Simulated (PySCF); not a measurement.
Compound: C3H11NOSi2.
Atom-mapped SMILES: `[NH2:1][CH2:2][Si@H:3]1[CH2:4][CH2:5][SiH2:6][O:7]1` (hydrogens: H8, H9 on N1; H10, H11 on C2; H12 on Si3; H13, H14 on C4; H15, H16 on C5; H17, H18 on Si6)

Method: core-valence-separated Tamm–Dancoff BHandHLYP/aug-pcX-1 (pcseg-1 on H, def2-SVPD on Si) in PySCF, non-relativistic, gas phase, PBE0-D3(BJ)/def2-SVP geometry.

Computed oxygen K-edge spectrum, Gaussian lines of 0.6 eV full width, highest printed point 100; it ends one width below the last computed root. BHandHLYP without relativity tends to put these K edges a few eV too low, so spacings mean more than positions.

photon energy (eV), absorption and a bar:
```
    531.5          0 
    531.6          0 
    531.7          0 
    531.8          1 
    531.9          2 #
    532.0          4 #
    532.1          6 ##
    532.2          7 ##
    532.3          8 ##
    532.4          8 ##
    532.5          7 ##
    532.6          6 ##
    532.7          8 ##
    532.8         14 ####
    532.9         25 #######
    533.0         42 #############
    533.1         63 ###################
    533.2         83 #########################
    533.3         97 #############################
    533.4        100 ##############################
    533.5         92 ############################
    533.6         75 #######################
    533.7         56 #################
    533.8         41 ############
    533.9         31 #########
    534.0         27 ########
```

Where are the maxima, and which lines make them up?

2 maxima:
- 532.3 eV: O7 (siloxane oxygen), 532.32 eV, f = 0.004, 99 % of the height at the exact maximum
- 533.4 eV: O7 (siloxane oxygen), 533.25 eV, f = 0.022, 45 % of the height at the exact maximum; O7 (siloxane oxygen), 533.45 eV, f = 0.018, 39 % of the height at the exact maximum; O7 (siloxane oxygen), 533.54 eV, f = 0.009, 16 % of the height at the exact maximum

Roots within 0.03 eV on the same or equivalent atoms count as one line; shares under 12 % aren't listed.

Vibrational structure and lifetime widths aren't in the curve. The ionisation threshold wasn't computed; near and above it a finite basis only mimics Rydberg series and continuum.

One conformer stands for the species.
